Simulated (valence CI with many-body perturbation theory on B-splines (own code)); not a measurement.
**Hf XXIV: magnetic and hyperfine properties of the levels**

Computed by configuration interaction combined with many-body perturbation theory (CI+MBPT): three valence electrons over a frozen Dirac-Fock core [Kr] 4d10, a basis of 7 s, 7 p, 7 d, 7 f, 4 g, 2 h functions for each j, with the one-electron correlation potential Σ1 (screened to all orders), the two-electron term Σ2, the three-electron term Σ3, Breit, model QED; selected single and double excitations, second order for the rest, scaled by the run's own slope (own B-spline code, finite nucleus).

No measured levels were compared; by estimate terms of the open shell hold to a few per cent of their energy, and close levels can change places. Excitations out of the core, of the other parity, are not computed and may begin above about 152 eV (a cautious bound); beyond it only levels of the ground parity were kept, without lifetimes.

A/g_I is the dipole constant over the nuclear g factor μ/I (μ in nuclear magnetons, uniformly magnetised nucleus), B/Q the quadrupole constant per barn. Both hold the static response of the core; the bare values leave it out. Large factors of s and p1/2 electrons are usually good to 5 to 10 %; those of open d and f shells near neutrality can be off by tens of per cent, and small factors of p3/2, d and f electrons come from cancelling terms and can be off by a factor of two or in sign, in half-filled shells by more. B is blank for J = 1/2, where it vanishes, and for nearly pure S terms. Energies count from the lowest level.

Names give the largest LS component (configuration and term), which can be under half, so a name can repeat, a term be missing and a line seem to break the LS rules; names also repeat where a configuration has a term twice. Letters in brackets count levels of one name in rising energy.

| Level | E (eV) | g | A/g_I (MHz) | A/g_I bare | B/Q (MHz/b) | B/Q bare |
| --- | --- | --- | --- | --- | --- | --- |
| 4f3 4I°_9/2 | 0.000 | 0.754 | 3660 | 3440 | 1190 | 1070 |
| 4f3 4I°_11/2 | 1.976 | 0.968 | 2620 | 2670 | 1440 | 1260 |
| 4f3 4I°_13/2 | 3.714 | 1.096 | 2070 | 2290 | 1860 | 1600 |
| 4f3 4F°_3/2 | 4.031 | 0.586 | 4180 | 3710 | -716 | -630 |
| 4f3 2H°_9/2 [a] | 4.846 | 1.010 | 2620 | 2750 | -1530 | -1360 |
| 4f3 4I°_15/2 | 5.254 | 1.177 | 1770 | 2100 | 2430 | 2090 |
| 4f3 4F°_5/2 | 5.366 | 1.013 | 2350 | 2440 | -17.8 | -20.7 |
| 4f3 4S°_3/2 | 5.921 | 1.668 | -313 | 664 | -606 | -555 |
| 4f3 4F°_7/2 | 5.989 | 1.090 | 2150 | 2360 | -2590 | -2310 |
| 4f3 4G°_5/2 | 6.342 | 0.628 | 3940 | 3520 | -1400 | -1220 |
| 4f3 4G°_7/2 | 7.217 | 1.034 | 2230 | 2350 | 1430 | 1270 |
| 4f3 4F°_9/2 | 7.444 | 1.187 | 1640 | 1970 | -1060 | -951 |
| 4f3 2H°_11/2 [a] | 7.715 | 1.112 | 1880 | 2100 | -221 | -237 |
| 4f3 2K°_13/2 | 7.840 | 0.946 | 2620 | 2620 | 5000 | 4410 |
| 4f3 2G°_7/2 [a] | 8.663 | 0.986 | 2280 | 2310 | -2620 | -2310 |
| 4f3 2D°_3/2 [a] | 8.677 | 1.141 | 1590 | 1820 | -189 | -150 |
| 4f3 4G°_9/2 | 8.956 | 1.137 | 1870 | 2130 | 265 | 225 |
| 4f3 2P°_1/2 | 9.160 | 0.450 | 6910 | 6560 |  |  |
| 4f3 2K°_15/2 | 9.206 | 1.037 | 2270 | 2400 | 6320 | 5540 |
| 4f3 2D°_5/2 [a] | 9.938 | 1.201 | 1900 | 2300 | 461 | 418 |
| 4f3 2H°_11/2 [b] | 10.116 | 1.146 | 1900 | 2190 | 1060 | 915 |
| 4f3 4D°_3/2 | 10.625 | 1.084 | 2060 | 2250 | 440 | 401 |
| 4f3 2D°_5/2 [b] | 10.655 | 1.227 | 1380 | 1740 | -1290 | -1140 |
| 4f3 2G°_9/2 [a] | 10.858 | 1.120 | 1790 | 2010 | -1120 | -974 |
| 4f3 2I°_11/2 | 11.179 | 1.041 | 2120 | 2230 | 2380 | 2070 |
| 4f3 4D°_1/2 | 11.840 | 0.208 | 6850 | 6030 |  |  |
| 4f3 2D°_3/2 [b] | 12.242 | 1.063 | 2130 | 2280 | 898 | 795 |
| 4f3 2L°_15/2 | 12.338 | 0.986 | 2240 | 2260 | 7350 | 6470 |
| 4f3 2I°_13/2 | 12.435 | 1.068 | 2170 | 2350 | 3340 | 2940 |
| 4f3 4D°_7/2 | 12.640 | 1.406 | 532 | 1120 | 4470 | 3900 |
| 4f3 2L°_17/2 | 12.831 | 1.056 | 2160 | 2310 | 9210 | 8090 |
| 4f3 2H°_9/2 [b] | 12.928 | 0.949 | 2360 | 2330 | 1450 | 1280 |
| 4f3 2F°_5/2 [a] | 13.995 | 1.062 | 2460 | 2660 | 129 | 113 |
| 4f3 2D°_3/2 [c] | 14.290 | 0.976 | 2200 | 2200 | -1460 | -1290 |
| 4f3 2H°_11/2 [c] | 14.673 | 1.064 | 1960 | 2100 | 1450 | 1290 |
| 4f3 2F°_7/2 [a] | 16.381 | 1.143 | 1870 | 2150 | 1450 | 1270 |
| 4f3 2D°_5/2 [c] | 16.402 | 1.081 | 2000 | 2170 | 3830 | 3360 |
| 4f3 2G°_9/2 [b] | 17.865 | 1.099 | 2070 | 2300 | 2800 | 2480 |
| 4f3 2G°_7/2 [b] | 18.343 | 0.910 | 2380 | 2280 | 4820 | 4240 |
| 4f3 2F°_7/2 [b] | 24.677 | 1.130 | 1720 | 1960 | 5540 | 4880 |

(1) Take the isotope of mass number 177, with I = 7/2, μ = 0.791 μN and Q = 3.37 b. What is the hyperfine structure of 4f3 4F°_5/2?

Results:

(1) From the table A = 530 MHz, B = -60.1 MHz. Shifts from the centre of gravity in MHz: F = 1: -5990, F = 2: -4920, F = 3: -3310, F = 4: -1170, F = 5: 1470, F = 6: 4620.
